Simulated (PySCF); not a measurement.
All of these have the formula C4H13GeNSi. Computed, not measured: PySCF, TDDFT wB97X-D/def2-SVPD, vertical, gas phase, core orbitals frozen in the response. Geometries: PBE0-D3(BJ)/def2-SVP; one conformer of each isolated species. Triplets are in the Tamm–Dancoff approximation. Relativistic effects are left out although some hold elements past zinc.

Question: Rank by computed HOMO energy, lowest first.
A. `[SiH3][N]([GeH3])C1CCC1`
B. `[SiH3][GeH2][N]1CCCC1`
C. `[GeH3][NH][SiH2]C1CCC1`
D. `C=CCCN[SiH2][GeH3]`

Answer: C (-8.94 eV), D (-8.61 eV), A (-8.46 eV), B (-8.09 eV).

```json
{"SMILES": "[GeH3][NH][SiH2]C1CCC1", "HOMO (eV)": "-8.94", "LUMO (eV)": "1.78", "T1 (eV)": "5.85", "first f ≥ 0.01 (nm)": "182", "gap (eV)": "10.72", "S1 mainly": "H→L (60%)"}
{"SMILES": "C=CCCN[SiH2][GeH3]", "HOMO (eV)": "-8.61", "LUMO (eV)": "1.61", "T1 (eV)": "4.47", "first f ≥ 0.01 (nm)": "191", "gap (eV)": "10.21", "S1 mainly": "H→L (72%)"}
{"SMILES": "[SiH3][N]([GeH3])C1CCC1", "HOMO (eV)": "-8.46", "LUMO (eV)": "1.79", "T1 (eV)": "5.67", "first f ≥ 0.01 (nm)": "192", "gap (eV)": "10.25", "S1 mainly": "H→L+1 (87%)"}
{"SMILES": "[SiH3][GeH2][N]1CCCC1", "HOMO (eV)": "-8.09", "LUMO (eV)": "1.69", "T1 (eV)": "5.22", "first f ≥ 0.01 (nm)": "200", "gap (eV)": "9.78", "S1 mainly": "H→L (78%)"}
```

H and L stand for HOMO and LUMO.

- `[GeH3][NH][SiH2]C1CCC1`: Löwdin shares by element: HOMO nitrogen 52%, silicon 12%, germanium 9%, hydrogen 8% or more (atoms not listed hold the other 20%); LUMO germanium 40%, hydrogen 18% or more, silicon 13% (atoms not listed hold the other 29%).
- `C=CCCN[SiH2][GeH3]`: Löwdin shares by element: HOMO nitrogen 44%, carbon 16% or more, silicon 11% (atoms not listed hold the other 29%); LUMO carbon 19% or more, silicon 19%, germanium 15% (atoms not listed hold the other 47%).
- `[SiH3][N]([GeH3])C1CCC1`: Löwdin shares by element: HOMO nitrogen 49%, carbon 16% or more, silicon 8% (atoms not listed hold the other 26%); LUMO germanium 44%, hydrogen 15% or more, silicon 12% (atoms not listed hold the other 28%).
- `[SiH3][GeH2][N]1CCCC1`: Löwdin shares by element: HOMO nitrogen 56%, carbon 14% or more, germanium 8% (atoms not listed hold the other 22%); LUMO germanium 27%, silicon 18%, hydrogen 15% or more (atoms not listed hold the other 40%).
